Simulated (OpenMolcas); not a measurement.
3d ions of charge +0 along the row

```yaml
Program: OpenMolcas
Method: CASSCF
Basis: ANO-RCC-VQZP
Scalar_Hamiltonian: DKH2, point nucleus
Spin-orbit_coupling: state interaction with AMFI integrals over the reference wave functions, term energies averaged over their components
```

Active space: the 3d shell under a closed s shell.

B and C come from two terms' centres of gravity (d2, d8: 3P = 15B, 1G = 12B + 2C; d3, d7: 4P = 15B, 2G = 4B + 3C; d4, d6: 3G = 9B + 4C, 3H = 4B + 4C; d5: 4D = 17B + 5C, 4G = 10B + 5C, above the ground term), where all their levels are at least 80 % pure. ζ = ±2S·A comes from the whole width of the ground multiplet by E(J) = (A/2) J(J+1), where its levels are at least 85 % pure. Energies in cm-1.

```csv
Ion,Configuration,Lowest level,Weight (%),B,B measured,C,C measured,ζ,ζ measured
Ti,3d² 4s²,³F₂,100,841,555,2973,2618,119,111
V,3d³ 4s²,⁴F_3/2,100,933,,3438,,173,158
Mn,3d⁵ 4s²,⁶S_5/2,100,1087,,4057,,,
Fe,3d⁶ 4s²,⁵D₄,100,1171,893,4245,3901,407,391
Co,3d⁷ 4s²,⁴F_9/2,100,1221,,4508,,520,517
Ni,3d⁸ 4s²,³F₄,100,1302,,4674,,645,
```

Measured columns use the levels in NIST Handbook of Basic Atomic Spectroscopic Data (Ti, V, Fe, Co).

The computed B goes from 841 (Ti) to 1302 cm-1 (Ni), a factor of 1.55, rising at every step. It departs from the measured column by +31 to +52 %. The Trees term is left out, which lowers the B read from the levels of every ion, most for d4 to d6. The pair of terms that fixes B changes along the row, so steps between ions also reflect that choice.

The computed ζ goes from 119 (Ti) to 645 cm-1 (Ni), a factor of 5.42, rising at every step. It departs from the measured column by +1 to +9 %.

Without dynamic correlation excited terms often stand tens of per cent too high (terms of higher spin than the ground term too low), and those without a measured partner can miss by more than the paired ones. With the s shell closed, the reference lacks s² → p², s² → d² and s → d mixing, so excited terms can stand far too high and out of order, with CASPT2 too. Some high roots are left out of the spin-orbit mixing, which shifts the levels that they would mix with (holds for Mn; Fe; Co; Ni). Measured partners are found by configuration, term and J. A level has none where our copy of the source lacks it or the pairing is in doubt (some pairs that miss far off the trend of their configuration count as doubtful), and it then counts in no deviation. Only configurations of the active space appear.
